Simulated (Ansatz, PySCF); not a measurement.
Caution: the highest occupied level lies above zero, so the state may not be bound. This triplet is an excited state, 1.04 eV above the relaxed singlet at the level frozen-core CCSD(T)/aug-cc-pVTZ // B3LYP-D3(BJ)/def2-TZVPD (Ansatz, a quantum-chemistry and plane-wave program).

B3LYP has the VWN-RPA correlation part, as in Gaussian. 

Z-matrix (Å, degrees):
```
B
O 1 1.3473
H 2 0.9832 1 116.86
O 1 1.3584 2 124.71 3 179.95
H 4 0.9706 1 113.20 2 -0.03
```
Charge -1, spin multiplicity 3.

Question: Give the highest occupied spin orbital and total energy at the level B3LYP-D3(BJ)/def2-TZVPD in PySCF 2.14.0.

Answer: 
```yaml
highest_occupied_spin_orbital: 1.96 eV
total_energy: -4805.17 eV
```
